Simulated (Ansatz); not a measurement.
CH₃OSb, SMILES `[CH2]1[O][SbH]1`. The species carries charge 0 and has multiplicity 1. Sb takes the def2 core potential.

Z-matrix (Å, degrees):
```
C
Sb 1 2.140
O 1 1.371 2 67.0
H 1 1.091 2 116.3 3 -109.5
H 1 1.091 2 116.3 3 109.4
H 2 1.719 1 92.5 3 -92.7
```

Task: List the harmonic frequencies (cm⁻¹, unscaled) at PBE0-D4/def2-TZVP in Ansatz. (An estimate is asked.)

Result: Computed: 446, 501, 579, 670, 768, 1011, 1148, 1164, 1492, 1925, 3065, 3157.

Task: Is this a minimum?

Result: Yes, all 12 modes are real.

Task: Give the ideal-gas thermochemistry at 298.15 K and 1 bar (rigid rotor, harmonic oscillator; point group C1, symmetry number 1).

Result: Zero-point energy 95.3 kJ/mol; H(298) − E = 107.7 kJ/mol; entropy 282.9 J/(mol·K), of which translation 171.6, rotation 99.9, vibration 11.4; G(298) − E = 23.3 kJ/mol.

Task: And at 400, 500, 600, 800 and 1000 K?

Result: 
| T (K) | H − E (kJ/mol) | S (J/mol/K) | G − E (kJ/mol) |
| --- | --- | --- | --- |
| 400 | 114.4 | 302.0 | -6.5 |
| 500 | 122.0 | 319.0 | -37.5 |
| 600 | 130.4 | 334.4 | -70.2 |
| 800 | 149.2 | 361.4 | -139.9 |
| 1000 | 169.8 | 384.3 | -214.5 |

Task: Rotational constants (cm⁻¹)?

Result: 0.8274, 0.1664, 0.15.
